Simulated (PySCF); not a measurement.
SiHCl, SMILES [SiH]Cl (connectivity only; charge and spin as stated), neutral, multiplicity 1. The structure is a stationary point at PBE-D3(BJ)/def2-TZVP. The isomer is the one that the SMILES or the coordinates give; other isomers of the formula were not compared.

TDA-PBE/def2-TZVPD (PySCF) puts the lowest singlet excitations at 2.65, 4.66, 5.19, 5.62, 5.65, 5.96 eV and the lowest triplet (TDA) at 1.47 eV.

Task: What are the lowest singlet roots from EOM-CCSD/aug-cc-pVDZ in PySCF 2.14.0? (An estimate is asked for; the answer gives what the named calculation found.)

Result: 2.84, 5.64, 5.70, 6.22, 6.43, 6.54 eV; triplets 1.65, 4.66, 5.12 eV. S1 differs by 0.20 eV (second minus first; roots are paired by order, and the bases may differ).
